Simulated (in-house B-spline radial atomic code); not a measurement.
Results of a calculation; reference values are marked as such.
# C6 from the polarisability at imaginary frequency: S V (S4+)

RPBE linear response of the closed shell [Ne] 3s2, from an all-electron radial atomic-structure program (B-spline basis); non-relativistic, point nucleus, no spin-orbit coupling.

The dispersion coefficient of two like species is C6 = (3/π) ∫ α(iu)² du from 0 to ∞.

| u (hartree) | α(iu) (bohr³) |
| --- | --- |
| 0 | 4.337 |
| 0.335 | 3.258 |
| 0.783 | 1.592 |
| 1.34 | 0.7725 |
| 2.24 | 0.3652 |
| 3.35 | 0.2092 |
| 5.03 | 0.1244 |
| 7.83 | 0.07186 |
| 11.2 | 0.04486 |
| 16.8 | 0.02486 |
| 28 | 0.01082 |
| 55.9 | 0.003147 |

Question: Fit one oscillator, α(iu) = α(0)/(1 + u²/ω²), through u = 1.34 and estimate C6.

Answer: From α(0)/α(iu) − 1 = 4.337/0.7725 − 1 = 4.6142, ω = u/√4.6142 = 0.6238 hartree (17.0 eV). London's formula gives C6 = (3/4) α(0)² ω = 0.75 × 4.337² × 0.6238 = 8.8 hartree·bohr⁶, and the oscillator holds f = α(0) ω² = 1.69 electrons, of a sum of oscillator strengths of 12.0.

Question: How does that compare with the full integral?

Answer: The program's quadrature over all excitations gives C6 = 8.51, so the single oscillator is off by +3.4 %. At the last point the fit gives α = 0.00054 against 0.00315: higher excitations, and deeper shells where there are any, keep the true curve higher at large u.
